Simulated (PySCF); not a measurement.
Electron correlation in Be (beryllium, neutral)

[He] 2s1 3s1, high-spin 3S determinant (an excited configuration). Calculation: PySCF 2.14, in x2c-QZVPPall with one added diffuse shell each of s, p type (8s5p2d1f, 40 functions); scalar relativity by spin-free X2C-1e. Frozen: 1s2; 2 electrons correlated.

With two correlated electrons CCSD is exact within the correlated space (frozen core and kept virtual orbitals).

```
level  correlation energy (mhartree)
 CCSD                          -5.12
```

Diagnostics: T1 = 0.017, D1 = 0.0332, largest double amplitude 0.070.

The outer electron is Rydberg-like, and this basis confines it to a smaller radius and binds it less than a complete one would.

Cost of the coupled-cluster step: of the order of 0.3 core-seconds, for 2 correlated electrons.

Iterations:

```
CC2 = 0
CCSD nocc = (np.int64(2), np.int64(0)), nmo = (39, 39)
frozen orbitals [[0], [0]]
max_cycle = 100
direct = 0
conv_tol = 1e-08
conv_tol_normt = 1e-06
diis_space = 8
diis_start_cycle = 0
Init t2, MP2 energy = -0.00193531555413571
Init E_corr(UCCSD) = -0.00193531555417091
cycle = 1  E_corr(UCCSD) = -0.00302073296603552  dE = -0.00108541741  norm(t1,t2) = 0.0340827
cycle = 2  E_corr(UCCSD) = -0.00370599484417769  dE = -0.000685261878  norm(t1,t2) = 0.0232649
cycle = 3  E_corr(UCCSD) = -0.00513383756266845  dE = -0.00142784272  norm(t1,t2) = 0.0160383
cycle = 4  E_corr(UCCSD) = -0.00511560296673122  dE = 1.82345959e-05  norm(t1,t2) = 0.0011404
cycle = 5  E_corr(UCCSD) = -0.00513139109277934  dE = -1.5788126e-05  norm(t1,t2) = 0.000350603
cycle = 6  E_corr(UCCSD) = -0.00513380884061864  dE = -2.41774784e-06  norm(t1,t2) = 0.00138011
cycle = 7  E_corr(UCCSD) = -0.00512199117767076  dE = 1.18176629e-05  norm(t1,t2) = 0.000196526
cycle = 8  E_corr(UCCSD) = -0.00512530887703594  dE = -3.31769937e-06  norm(t1,t2) = 3.64032e-05
cycle = 9  E_corr(UCCSD) = -0.00512464596005998  dE = 6.62916976e-07  norm(t1,t2) = 1.04692e-05
cycle = 10  E_corr(UCCSD) = -0.00512457927709753  dE = 6.66829625e-08  norm(t1,t2) = 1.20739e-06
cycle = 11  E_corr(UCCSD) = -0.00512457073516742  dE = 8.54193011e-09  norm(t1,t2) = 1.36013e-07
UCCSD converged
E(UCCSD) = -14.38463979041649  E_corr = -0.005124570735167418
```
